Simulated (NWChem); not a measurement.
System: SiNH₄ anion

The following NWChem deck was run.

```
start job
memory heap 200 mb stack 900 mb global 1100 mb
charge -1
geometry units angstroms noautosym nocenter noautoz
  N     -0.066872     1.213644     0.000000
  Si    -0.014111    -0.460298     0.000000
  H      0.837397     1.687389     0.000000
  H      0.637964    -1.226410    -1.170596
  H     -1.416245    -1.039180     0.000000
  H      0.637964    -1.226410     1.170596
end
basis spherical
  * library aug-cc-pvdz
end
dft
  xc xpbe96 cpbe96
  iterations 150
end
cosmo
  do_cosmo_smd true
  solvent chcl3
end
task dft energy
```

Excerpt of the output:

```
             Northwest Computational Chemistry Package (NWChem) 7.3.0
             --------------------------------------------------------

                             Geometry "geometry" -> ""
                             -------------------------

 Output coordinates in angstroms (scale by  1.889725989 to convert to a.u.)

  No.       Tag          Charge          X              Y              Z
 ---- ---------------- ---------- -------------- -------------- --------------
    1 N                    7.0000    -0.06687200     1.21364400     0.00000000
    2 Si                  14.0000    -0.01411100    -0.46029800     0.00000000
    3 H                    1.0000     0.83739700     1.68738900     0.00000000
    4 H                    1.0000     0.63796400    -1.22641000    -1.17059600
    5 H                    1.0000    -1.41624500    -1.03918000     0.00000000
    6 H                    1.0000     0.63796400    -1.22641000     1.17059600

 Effective nuclear repulsion energy (a.u.)      57.5015633137

  pbe96 is a nonlocal functional; adding pw91lda local functional.

                                 NWChem DFT Module
                                 -----------------

 Summary of "ao basis" -> "ao basis" (spherical)
 ------------------------------------------------------------------------------
       Tag                 Description            Shells   Functions and Types
 ---------------- ------------------------------  ------  ---------------------
 N                        aug-cc-pvdz                9       23   4s3p2d
 Si                       aug-cc-pvdz               11       27   5s4p2d
 H                        aug-cc-pvdz                5        9   3s2p

 in cosmo_initialize ...
 calling solv_data for solv:chcl3

 solvent parameters
 solvname_short: chcl3
 solvname_long:  chloroform
 dielec:        4.7113
 dielecinf:     2.0906
 nonaqueous SMD model solvent descriptors
 dielec:        4.7113
 sola:          0.1500
 solb:          0.0200
 solc:          0.0000
 solg:         38.3900
 solh:          0.7500
 soln:          1.4459

          ---------------
          -cosmo- solvent
          ---------------
 Cosmo: York-Karplus, doi: 10.1021/jp992097l
 dielectric constant -eps-     =   4.71
 screen = (eps-1)/(eps    )    =   0.78774
 surface charge correction     = lagrangian

   van der Waals surface
 --------------------------

 ---------- ATOMIC COORDINATES (A.U.) ------------ VDWR(ANG.) --
     1   -0.12636976    2.29345461    0.00000000     1.890
     2   -0.02666592   -0.86983709    0.00000000     2.470
     3    1.58245087    3.18870285    0.00000000     1.200
     4    1.20557715   -2.31757885   -2.21210568     1.200
     5   -2.67631498   -1.96376545    0.00000000     1.200
     6    1.20557715   -2.31757885    2.21210568     1.200
 number of segments per atom =        128
 number of   points per atom =        128
 atom (   nspa,  nppa )
 ----------------------
    1 (     66,     0 )       0
    2 (     96,     0 )       0
    3 (     44,     0 )       0
    4 (     38,     0 )       0
    5 (     34,     0 )       0
    6 (     38,     0 )       0
 number of -cosmo- surface points =      316
 molecular surface =     86.081 angstrom**2
 molecular volume  =     73.344 angstrom**3
 -lineq- algorithm             =   0
 -bem- low  level              =   3
 -bem- from -octahedral-
 gaussian surface charge width =   4.50000
 degree of switching           =   1.00000
 switching function tolerance  =   0.00010
 atomic radii =
 --------------
    1  7.000  1.890
    2 14.000  2.470
    3  1.000  1.200
    4  1.000  1.200
    5  1.000  1.200
    6  1.000  1.200
 ...... end of -cosmo- initialization ......

 nat:                     6
 ixmem:                  2111
 calling mnsol_interface()
 G(SMD-CDS) energy (kcal/mol)  =     0.816
 SMD-CDS SASA (angstrom**2)    =   103.424

            General Information
            -------------------
          SCF calculation type: DFT
          Wavefunction type:  closed shell.
          No. of atoms     :     6
          No. of electrons :    26
           Alpha electrons :    13
            Beta electrons :    13
          Charge           :    -1
          Spin multiplicity:     1
          Use of symmetry is: off; symmetry adaption is: off
          Maximum number of iterations: 150
          AO basis - number of functions:    86
                     number of shells:    40
          Convergence on energy requested:  1.00D-06
          Convergence on density requested:  1.00D-05
          Convergence on gradient requested:  5.00D-04

              XC Information
              --------------
          PerdewBurkeErnzerhof Exchange Functional  1.000
            Perdew 1991 LDA Correlation Functional  1.000 local
           PerdewBurkeErnz. Correlation Functional  1.000 non-local

             Grid Information
             ----------------
          Grid used for XC integration:  medium
          Radial quadrature: Mura-Knowles
          Angular quadrature: Lebedev.
          Tag              B.-S. Rad. Rad. Pts. Rad. Cut. Ang. Pts.
          ---              ---------- --------- --------- ---------
          N                   0.65       49          13.0       434
          Si                  1.10       88          13.0       590
          H                   0.35       45          14.0       434
          Grid pruning is: on
          Number of quadrature shells:   317
          Spatial weights used:  Erf1

      Superposition of Atomic Density Guess
      -------------------------------------

 Sum of atomic energies:        -345.13605194

 Renormalizing density from      25.00 to     26

      Non-variational initial energy
      ------------------------------

 Total energy =    -353.971890
 1-e energy   =    -613.608988
 2-e energy   =     202.135535
 HOMO         =       0.041877
 LUMO         =       0.154157

   convergence    iter        energy       DeltaE   RMS-Dens  Diis-err
 ---------------- ----- ----------------- --------- --------- ---------
     COSMO gas phase
 d= 0,ls=0.0,diis     1   -346.3060291378 -4.04D+02  2.78D-02  8.73D-01
 d= 0,ls=0.0,diis     2   -346.2755822825  3.04D-02  1.41D-02  9.26D-01
 d= 0,ls=0.0,diis     3   -346.4079805893 -1.32D-01  8.49D-03  1.76D-01
 d= 0,ls=0.0,diis     4   -346.4228754084 -1.49D-02  4.52D-03  5.64D-02
 d= 0,ls=0.0,diis     5   -346.4303651321 -7.49D-03  2.89D-04  3.21D-04
  Resetting Diis
 d= 0,ls=0.0,diis     6   -346.4304119484 -4.68D-05  7.51D-05  1.27D-05
 d= 0,ls=0.0,diis     7   -346.4304140837 -2.14D-06  4.41D-05  7.26D-07
 d= 0,ls=0.0,diis     8   -346.4304136357  4.48D-07  3.32D-05  4.23D-06
 d= 0,ls=0.0,diis     9   -346.4304141932 -5.58D-07  5.69D-06  1.78D-07

   convergence    iter        energy       DeltaE   RMS-Dens  Diis-err
 ---------------- ----- ----------------- --------- --------- ---------
     COSMO solvation phase
 d= 0,ls=0.0,diis     1   -346.5082785582 -7.79D-02  8.33D-03  4.18D-03
 d= 0,ls=0.0,diis     2   -346.5073891945  8.89D-04  1.00D-03  1.40D-02
 d= 0,ls=0.0,diis     3   -346.5094835235 -2.09D-03  2.63D-04  3.63D-04
 d= 0,ls=0.0,diis     4   -346.5095657655 -8.22D-05  1.07D-04  4.68D-05
 d= 0,ls=0.0,diis     5   -346.5095559931  9.77D-06  2.57D-05  5.81D-06
 d= 0,ls=0.0,diis     6   -346.5095588726 -2.88D-06  6.90D-06  2.92D-07
 d= 0,ls=0.0,diis     7   -346.5095571717  1.70D-06  8.37D-07  2.47D-09
 d= 0,ls=0.0,diis     8   -346.5095573612 -1.89D-07  1.40D-07  6.30D-11

         Total DFT energy =     -346.509557361178
      One electron energy =     -602.316795469070
           Coulomb energy =      223.479504176083
    Exchange-Corr. energy =      -29.253856207558
 Nuclear repulsion energy =       57.501563313730

             COSMO energy =        4.080026825636

 Numeric. integr. density =       25.999990909196

                                COSMO-SMD solvation results
                                ---------------------------

             internal energy in gas <Psi(g)|H|Psi(g)> =      -346.430414193202
         internal energy in solvent <Psi(s)|H|Psi(s)> =      -346.428125893924
                               delta internal energy  =         0.002288299278 (    1.44 kcal/mol)
   total free energy in solvent <Psi(s)|H+V/2|Psi(s)> =      -346.510857576310
 polarization energy contribution <Psi(s)|V/2|Psi(s)> =        -0.082731682385 (  -51.91 kcal/mol)
    total free energy in solvent including G(SMD-CDS) =      -346.509557361178
                       G(SMD-CDS) energy contribution =         0.001300215132 (    0.82 kcal/mol)
     1 M fixed-concentration free energy of solvation =        -0.079143167976 (  -49.66 kcal/mol)

                       DFT Final Molecular Orbital Analysis
                       ------------------------------------

 Vector   11  Occ=2.000000D+00  E=-2.376254D-01
              MO Center= -6.1D-01, -5.6D-01,  7.1D-08, r^2= 2.5D+00
   Bfn.  Coefficient  Atom+Function         Bfn.  Coefficient  Atom+Function
  ----- ------------  ---------------      ----- ------------  ---------------
    69      0.378710  5 H  s                 35     -0.333357  2 Si px
    32     -0.296063  2 Si px                 6      0.210082  1 N  py
    33     -0.149421  2 Si py                51      0.122059  3 H  s
    60     -0.114424  4 H  s                 78     -0.114425  6 H  s
    52      0.108444  3 H  s                 36     -0.094349  2 Si py

 Vector   12  Occ=2.000000D+00  E=-1.546060D-01
              MO Center= -1.2D-01,  9.2D-01, -8.3D-10, r^2= 2.2D+00
   Bfn.  Coefficient  Atom+Function         Bfn.  Coefficient  Atom+Function
  ----- ------------  ---------------      ----- ------------  ---------------
     5      0.376143  1 N  px                 4     -0.304807  1 N  s
     6     -0.285453  1 N  py                 3     -0.267817  1 N  s
     8      0.239722  1 N  px                36      0.175700  2 Si py
    33      0.170465  2 Si py                 9     -0.156137  1 N  py
    28      0.143194  2 Si s                 35     -0.133094  2 Si px

 Vector   13  Occ=2.000000D+00  E=-1.201230D-01
              MO Center=  4.9D-02,  8.1D-01,  9.4D-10, r^2= 2.3D+00
   Bfn.  Coefficient  Atom+Function         Bfn.  Coefficient  Atom+Function
  ----- ------------  ---------------      ----- ------------  ---------------
     7      0.506925  1 N  pz                10      0.355979  1 N  pz
    13      0.192452  1 N  pz                60      0.147002  4 H  s
    78     -0.147002  6 H  s                 37     -0.145771  2 Si pz
    42      0.132778  2 Si d -1              47      0.091540  2 Si d -1
    62      0.053850  4 H  s                 80     -0.053850  6 H  s

 Vector   14  Occ=0.000000D+00  E= 8.577004D-03
              MO Center=  5.6D-01,  1.0D+00,  1.0D-08, r^2= 1.2D+01
   Bfn.  Coefficient  Atom+Function         Bfn.  Coefficient  Atom+Function
  ----- ------------  ---------------      ----- ------------  ---------------
    28      2.821217  2 Si s                 62     -1.049376  4 H  s
    80     -1.049376  6 H  s                 71     -0.996681  5 H  s
    39     -0.827509  2 Si py                53     -0.617817  3 H  s
    27     -0.341255  2 Si s                 12      0.293282  1 N  py
    36      0.258460  2 Si py                 4     -0.244163  1 N  s

 Vector   15  Occ=0.000000D+00  E= 1.747054D-02
              MO Center=  1.3D-03, -2.2D+00, -3.4D-09, r^2= 1.1D+01
   Bfn.  Coefficient  Atom+Function         Bfn.  Coefficient  Atom+Function
  ----- ------------  ---------------      ----- ------------  ---------------
    28      3.161594  2 Si s                 62     -1.176024  4 H  s
    80     -1.176024  6 H  s                  4     -1.094072  1 N  s
    71     -0.801640  5 H  s                 27      0.358604  2 Si s
    12      0.344273  1 N  py                39      0.344699  2 Si py
    36      0.236644  2 Si py                 3     -0.190186  1 N  s

 Vector   16  Occ=0.000000D+00  E= 4.188289D-02
              MO Center=  2.4D-01, -6.5D-02, -1.4D-07, r^2= 1.7D+01
   Bfn.  Coefficient  Atom+Function         Bfn.  Coefficient  Atom+Function
  ----- ------------  ---------------      ----- ------------  ---------------
    38      1.892284  2 Si px                71      1.012012  5 H  s
    62     -0.977877  4 H  s                 80     -0.977877  6 H  s
    39     -0.665024  2 Si py                53      0.534386  3 H  s
    11     -0.457172  1 N  px                28      0.307252  2 Si s
    52      0.260712  3 H  s                 35     -0.187944  2 Si px

     Multipole analysis of the density
     ---------------------------------

     L   x y z        total         alpha         beta         nuclear
     -   - - -        -----         -----         ----         -------
     0   0 0 0     -1.000000    -13.000000    -13.000000     25.000000

     1   1 0 0      0.571741      0.256181      0.256181      0.059379
     1   0 1 0     -0.808590     -0.637416     -0.637416      0.466243
     1   0 0 1     -0.000000     -0.000000     -0.000000      0.000000

     2   2 0 0    -19.955955    -16.325670    -16.325670     12.695385
     2   1 1 0      2.686379     -0.161584     -0.161584      3.009547
     2   1 0 1      0.000000      0.000000      0.000000      0.000000
     2   0 2 0    -25.964232    -49.071473    -49.071473     72.178714
     2   0 1 1     -0.000000     -0.000000     -0.000000      0.000000
     2   0 0 2    -21.807674    -15.797249    -15.797249      9.786823
```

Level: PBE/aug-cc-pVDZ, SMD on the gas-phase geometry. Structure relaxed at the B3LYP/def2-SVPD level. The gas-phase anion has a positive highest level at the geometry level, so the gas reference is doubtful. Solvent: chloroform.
